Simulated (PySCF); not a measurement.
C2H8N, SMILES CC[NH3+], charge +1. Heavy atoms are numbered as in [CH3:1][CH2:2][NH3+:3]. Hydrogens are named by the atom that carries them.

Geometry optimised at B3LYP-D3(BJ)/def2-SVP. The isomer is the one that the SMILES or the coordinates give; other isomers of the formula were not compared.

These are PBE/pcSseg-1 (PySCF) values and carry that method's errors.

GIAO shieldings, no solvent; atoms alike by connectivity are averaged. δ = σ(ref) − σ: ¹³C against TMS (σ = 182.0 ppm); ¹⁵N against NH3 (σ = 267.0 ppm); ¹H against TMS (σ = 31.49 ppm), references at their B3LYP-D3(BJ)/def2-TZVP geometries, non-relativistic.

Computed chemical shifts:
```json
[
 {"nucleus": "¹³C", "atoms": "C2 (CH2)", "count": "1", "δ (ppm)": "51.3"},
 {"nucleus": "¹³C", "atoms": "C1 (CH3)", "count": "1", "δ (ppm)": "16.9"},
 {"nucleus": "¹⁵N", "atoms": "N3 (NH3)", "count": "1", "δ (ppm)": "70.1"},
 {"nucleus": "¹H", "atoms": "H on N3", "count": "3", "δ (ppm)": "4.64"},
 {"nucleus": "¹H", "atoms": "H on C2", "count": "2", "δ (ppm)": "3.98"},
 {"nucleus": "¹H", "atoms": "H on C1", "count": "3", "δ (ppm)": "2.21"}
]
```
